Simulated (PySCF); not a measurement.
**Two-component Hartree-Fock for Ge+ (germanium, charge +1)**

Start: [Ar] 3d10 4s2 4p1; 4p1/2 filled at m_j = +1/2. Calculated with PySCF 2.14 in x2c-SVPall-2c: generalised Hartree-Fock with the X2C-1e Hamiltonian and a Gaussian nucleus; one run each with spin-orbit coupling (SO) switched off, then screened by Boettger's factors.

```
spinor shell  electrons  ε, spin-free (eV)  ε, screened SO (eV)  weight of nominal j (screened SO)  rms radius, screened SO (bohr)
       1s1/2          2           -11184.1             -11183.9                              1.000                          0.0542
       2s1/2          2            -1462.2              -1462.1                              1.000                           0.227
       2p1/2          2            -1274.6              -1296.5                              1.000                           0.201
       2p3/2          4            -1274.6              -1263.9                              1.000                           0.204
       3s1/2          2            -210.64              -210.56                              1.000                           0.668
       3p1/2          2            -150.90              -154.04                              1.000                           0.694
       3d3/2          4            -52.732              -53.074                              0.998                           0.814
       3d5/2          6            -52.732              -52.382                              0.999                           0.816
       4s1/2          2            -23.449              -23.409                              0.997                            2.25
       4p1/2          1            -15.602              -15.744                              0.973                            2.79
```

(1) Where does 3p3/2 lie, and what is the 3p spin-orbit splitting (screened SO)?

```csv
quantity,spin-free,screened SO
E (hartree),-2096.41521,-2096.48160
M_J,1/2,1/2
⟨J²⟩,1.049,0.843
⟨L²⟩,2.038,2.039
⟨S²⟩,0.763,0.764
```

Each row is a mean over spinors that exchange with the open shell spreads, by up to 0.461 eV (3p1/2).

⟨J²⟩ departs a little from M_J(M_J + 1) because the unrestricted spinors polarise the closed shells.

Without spin-orbit coupling the j labels of p, d and f shells carry no meaning; the spin-free column gives the mean over the occupied spinors of each nl shell, and its ⟨J²⟩ belongs to a mixture of degenerate components.

## Answers

(1) At -149.25 eV, 4.786 eV above 3p1/2.
